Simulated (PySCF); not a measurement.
Species: vinylfuran, C6H6O.
Cartesian coordinates in Å at the PBE0-D3(BJ)/def2-SVP level; atoms count from 1:
```xyz
13
C6H6O angstrom
C     -2.506    0.377    0.210
C     -1.583   -0.512   -0.183
C     -0.154   -0.307   -0.148
C      0.896   -1.114   -0.511
C      2.085   -0.371   -0.250
C      1.670    0.827    0.251
O      0.326    0.873    0.315
H     -2.215    1.357    0.599
H     -3.571    0.146    0.153
H     -1.891   -1.488   -0.570
H      0.817   -2.120   -0.917
H      3.114   -0.685   -0.412
H      2.197    1.714    0.594
```

The calculation used PBE0-D3(BJ)/def2-SVP geometry optimisation, gas phase (PySCF).

Take the most abundant isotopes and a rigid rotor. The values belong to one conformer with, in the numbering `[CH2:1]=[CH:2][c:3]1[cH:4][cH:5][cH:6][o:7]1`, C1–C2–C3–C4 180°.

(1) Give the principal moments of inertia and the rotational constants in MHz.

(2) Classify the top.

(3) Is it planar, by Δ = Ic − Ia − Ib?

(4) Predict some low-J microwave lines.

## Answers

(1) Ia = 64.03, Ib = 238.99, Ic = 303.01 u·Å²; 505379 MHz·u·Å²/I gives A = 7893, B = 2115, C = 1668 MHz.

(2) An asymmetric top: κ = (2 × 2115 − 7893 − 1668)/(7893 − 1668) = -0.86.

(3) Planar: Δ = Ic − Ia − Ib = 0.00 u·Å². For a rigid frame Δ = −2 Σ m c², so it vanishes when all atoms lie in the ab plane; here none is more than 0.01 Å from it.

(4) The dipole components are |μa| = 0.57 D, |μb| = 0.41 D, |μc| = 0.00 D; the mirror of this Cs structure is the ab plane, so μc vanishes by symmetry and there are no c-type lines. The squared components, which scale the intensities, stand as 1.00 : 0.54 (a : b). Some lines, for components of 0.1 D or more:

| type | branch | J(Ka,Kc) | MHz | lower level (cm⁻¹) |
| --- | --- | --- | --- | --- |
| a | Q | 4(2,2) ← 4(2,3) | 369 | 2.062 |
| a | Q | 1(1,0) ← 1(1,1) | 447 | 0.319 |
| a | Q | 5(2,3) ← 5(2,4) | 845 | 2.691 |
| b | R | 2(0,2) ← 1(1,1) | 1761 | 0.319 |
| b | R | 5(1,4) ← 4(2,3) | 4090 | 2.062 |
| a | Q | 4(1,3) ← 4(1,4) | 4462 | 1.385 |
| b | R | 3(0,3) ← 2(1,2) | 5892 | 0.556 |
| b | Q | 2(1,1) ← 2(0,2) | 6697 | 0.378 |
| a | R | 2(0,2) ← 1(0,1) | 7540 | 0.126 |
| a | R | 2(1,1) ← 1(1,0) | 8012 | 0.334 |
| b | Q | 5(1,4) ← 5(0,5) | 10012 | 1.864 |
| a | R | 3(2,1) ← 2(2,0) | 11447 | 1.180 |
| b | R | 3(1,3) ← 2(0,2) | 16019 | 0.378 |
| b | Q | 3(2,1) ← 3(1,2) | 16806 | 1.001 |
| b | Q | 2(2,0) ← 2(1,1) | 17361 | 0.601 |
| a | R | 5(2,3) ← 4(2,2) | 19334 | 2.074 |
| b | R | 2(2,0) ← 1(1,1) | 25820 | 0.319 |
| b | Q | 4(3,2) ← 4(2,3) | 30092 | 2.062 |
| b | R | 3(2,1) ← 2(1,2) | 30148 | 0.556 |
| b | Q | 5(4,2) ← 5(3,3) | 41950 | 3.699 |
| b | Q | 4(4,0) ← 4(3,1) | 41965 | 3.066 |
| b | Q | 5(5,1) ← 5(4,2) | 53967 | 5.098 |
| b | R | 4(4,1) ← 3(3,0) | 57148 | 2.559 |
| b | R | 5(5,0) ← 4(4,1) | 72935 | 4.466 |

No frequency check. No vibrational averaging or centrifugal distortion is included, and the geometry carries the error of its method.
